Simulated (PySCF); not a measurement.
# Relaxation of triplet BrRuN

Method: UPBE0 in PySCF with Ru def2-TZVP with ECP28, N def2-TZVP, Br def2-TZVP; scalar-relativistic core potentials, no spin–orbit coupling; density-fitted integrals. A (50,194) grid was used.

A start displaced from a saddle point along its imaginary mode, of Cs symmetry, held to at least that symmetry:

```xyz
3
charge 0 multiplicity 3, angstrom
Ru    0.0274   -0.0003   -0.8670
N    -0.1200    0.0014   -2.4783
Br   -0.0141    0.0002    1.5593
```

Optimiser trace:
```json
{"step": "0", "E − E(last) (kJ/mol)": "31.36", "largest gradient (Eh/bohr)": "0.00843"}
{"step": "1", "E − E(last) (kJ/mol)": "30.14", "largest gradient (Eh/bohr)": "0.00653"}
{"step": "2", "E − E(last) (kJ/mol)": "9.79", "largest gradient (Eh/bohr)": "0.01012"}
{"step": "3", "E − E(last) (kJ/mol)": "7.04", "largest gradient (Eh/bohr)": "0.02580"}
{"step": "4", "E − E(last) (kJ/mol)": "4.40", "largest gradient (Eh/bohr)": "0.02266"}
{"step": "5", "E − E(last) (kJ/mol)": "3.11", "largest gradient (Eh/bohr)": "0.02369"}
{"step": "6", "E − E(last) (kJ/mol)": "2.04", "largest gradient (Eh/bohr)": "0.02053"}
{"step": "7", "E − E(last) (kJ/mol)": "0.20", "largest gradient (Eh/bohr)": "0.00746"}
{"step": "8", "E − E(last) (kJ/mol)": "0.01", "largest gradient (Eh/bohr)": "0.00075"}
{"step": "9", "E − E(last) (kJ/mol)": "0.01", "largest gradient (Eh/bohr)": "0.00086"}
{"step": "10", "E − E(last) (kJ/mol)": "0.00", "largest gradient (Eh/bohr)": "0.00006"}
```

It ends at Cs with Ru–Br 2.376 Å, Ru–N 1.590 Å; Br–Ru–N 129.1°. A frequency run shows a minimum.

Final geometry:
```xyz
3
charge 0 multiplicity 3, angstrom
Ru    0.3469   -0.0041   -0.8247
N    -0.5365    0.0063   -2.1465
Br   -0.3528    0.0041    1.4460
```

Open d and f shells are described by one determinant, and the ground state may have another occupation or spin. At this level a singlet minimum of Cs symmetry lies 46 kJ/mol below this structure.

The relaxation took 43 s on 4 threads of a shared Arm Neoverse V2 host, with 119 basis functions and 12 gradients; the process peaked at 1.2 GiB.
